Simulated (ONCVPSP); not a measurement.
# Which change was made? (Zn, ONCV)

* Element: zinc
* Generator: ONCVPSP 4.0.1
* Type: optimised norm-conserving Vanderbilt (ONCV)
* Functional: PBE
* Relativity: scalar-relativistic
* Frozen core: [Ar]
* Valence charge: 12
* Reference configuration: 3d10 4s2
* Partial waves: 4s: rc 1.95 bohr, ncon 4, nbas 9, qcut 4 1/bohr, 2 projectors, debl 3.6 Ha; p scattering state at 0.25 Ha: rc 1.70 bohr, ncon 4, nbas 9, qcut 5.5 1/bohr, 2 projectors, debl 1.4 Ha; 3d: rc 1.50 bohr, ncon 4, nbas 9, qcut 11.9 1/bohr, 3 projectors, debl 2 Ha
* Local potential: polynomial inside 1.00 bohr (lpopt 5, dvloc0 3 Ha)
* Core correction: none

Cutoffs, loose and tight: the cutoffs (Ha) at which the residual kinetic energy of the hardest occupied pseudo-wave falls to 1 and 0.1 mHa per electron. They do not see the model core or the augmentation charge, which bear on the density cutoff. Test errors are all-electron minus pseudo excitation energies from the reference, over the configurations 3d10 4s1; 3d10 4s0; 3d9 4s0; 3d10 4s1.5; variants that change the core or the reference have their own tests.

The base gives: outcome: generated; cutoff, loose: 52 Ha; cutoff, tight: 58 Ha; bound ghosts: p; GHOST(+) flags above zero: s; largest test error (meV): +169.

Task: After one change the result is: outcome: failed: ERROR pspot: first pseudo wave function has node, program will stop. Which change was it?
A. p: nproj 1
B. s: qcut 5; p: qcut 6.9; d: qcut 15
C. p: rc 2.18

Result: B. The others give: p: rc 2.18 → outcome: generated, projector energies reset by the program; cutoff, loose: 52 Ha; cutoff, tight: 58 Ha; bound ghosts: none; GHOST(+) flags above zero: s, p; largest test error (meV): +169 | p: nproj 1 → outcome: generated; cutoff, loose: 52 Ha; cutoff, tight: 58 Ha; bound ghosts: none; GHOST(+) flags above zero: s, p; largest test error (meV): +169.
